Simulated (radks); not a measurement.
Task: These are the eigenvalues of the occupied orbitals of an atom or ion with whole-number occupations (eV). All-electron calculation, Dirac Kohn-Sham, PBE, spin-unpolarised, spherical densities, finite nucleus; Fermi nuclear charge, rms radius of each element as measured or else 0.836 A^(1/3) + 0.57 fm. Program: a radial shooting solver on a logarithmic mesh with Libxc functionals.

1s1/2: -53596.79
2s1/2: -8925.698
2p1/2: -8489.865
2p3/2: -7689.659
3s1/2: -1991.455
3p1/2: -1801.168
3p3/2: -1634.988
3d3/2: -1307.707
3d5/2: -1271.419
4s1/2: -398.8913
4p1/2: -323.8067
4p3/2: -286.6884
4d3/2: -163.0211
4d5/2: -156.3018
5s1/2: -55.2722
5p1/2: -35.1179
5p3/2: -30.4341
4f5/2: -9.9072
4f7/2: -9.0314
6s1/2: -8.8392

Which element is it, and in what charge state? The configuration may be excited. Open shells, if any, fill j = l - 1/2 first.

Result: Z = 66, dysprosium, charge +1: Dy+ in [Xe] 4f10 6s1. The list shows which subshells hold electrons but not how many an open one holds; the 1s level, -1969.6 hartree, gives Z - s = 62.8 by -(Z - s)^2/2, which with screening and relativity narrows Z to a few neighbours, and the depths of the outer levels then fix element, charge and occupations together.
